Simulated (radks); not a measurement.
Isoelectronic series with 8 electrons, each ion in its NIST ground configuration. Calculated with a radial shooting solver on a logarithmic mesh with Libxc functionals: Dirac Kohn-Sham, PBEsol, spin-unpolarised, spherical densities, finite nucleus; open shells fill j = l - 1/2 first; Fermi nuclear charge, rms radius of each element as measured or else 0.836 A^(1/3) + 0.57 fm. Total energies (hartree) and orbital eigenvalues (hartree):

| ion | configuration | E (hartree) | 2p3/2 | 2p1/2 | 2s1/2 | 1s1/2 |
|---|---|---|---|---|---|---|
| O | [He] 2s2 2p4 | -74.74974 | -0.32916 | -0.33050 | -0.87475 | -18.84292 |
| Ne2+ | [He] 2s2 2p4 | -126.26586 | -2.00792 | -2.01289 | -2.86108 | -32.29641 |
| Mg4+ | [He] 2s2 2p4 | -191.91640 | -4.72159 | -4.73475 | -5.89233 | -49.82377 |
| Si6+ | [He] 2s2 2p4 | -271.71729 | -8.44754 | -8.47623 | -9.94557 | -71.40688 |
| S8+ | [He] 2s2 2p4 | -365.71127 | -13.17977 | -13.23476 | -15.01779 | -97.05113 |
| Ar10+ | [He] 2s2 2p4 | -473.95541 | -18.91609 | -19.01227 | -21.11104 | -126.7698 |
| Ca12+ | [He] 2s2 2p4 | -596.51834 | -25.65579 | -25.81290 | -28.22968 | -160.5810 |
| Ti14+ | [He] 2s2 2p4 | -733.47917 | -33.39892 | -33.64224 | -36.37963 | -198.5066 |
| Cr16+ | [He] 2s2 2p4 | -884.92767 | -42.14599 | -42.50707 | -45.56801 | -240.5719 |
| Fe18+ | [He] 2s2 2p4 | -1050.96392 | -51.89781 | -52.41531 | -55.80307 | -286.8054 |
| Ni20+ | [He] 2s2 2p4 | -1231.69910 | -62.65547 | -63.37590 | -67.09415 | -337.2391 |
| Zn22+ | [He] 2s2 2p4 | -1427.25473 | -74.42028 | -75.39885 | -79.45159 | -391.9080 |
| Ge24+ | [He] 2s2 2p4 | -1637.76463 | -87.19373 | -88.49527 | -92.88689 | -450.8509 |
| Se26+ | [He] 2s2 2p4 | -1863.37488 | -100.9775 | -102.6773 | -107.4127 | -514.1100 |
| Kr28+ | [He] 2s2 2p4 | -2104.24339 | -115.7735 | -117.9584 | -123.0427 | -581.7314 |
| Sr30+ | [He] 2s2 2p4 | -2360.54141 | -131.5837 | -134.3530 | -139.7919 | -653.7647 |
| Zr32+ | [He] 2s2 2p4 | -2632.45365 | -148.4104 | -151.8770 | -157.6767 | -730.2637 |
| Mo34+ | [He] 2s2 2p4 | -2920.17737 | -166.2559 | -170.5475 | -176.7143 | -811.2855 |
| Ru36+ | [He] 2s2 2p4 | -3223.93039 | -185.1228 | -190.3829 | -196.9241 | -896.8940 |
| Pd38+ | [He] 2s2 2p4 | -3543.94304 | -205.0138 | -211.4034 | -218.3264 | -987.1561 |
| Cd40+ | [He] 2s2 2p4 | -3880.46155 | -225.9318 | -233.6305 | -240.9434 | -1082.144 |
| Sn42+ | [He] 2s2 2p4 | -4233.75496 | -247.8798 | -257.0873 | -264.7989 | -1181.935 |
| Te44+ | [He] 2s2 2p4 | -4604.10397 | -270.8612 | -281.7991 | -289.9183 | -1286.612 |
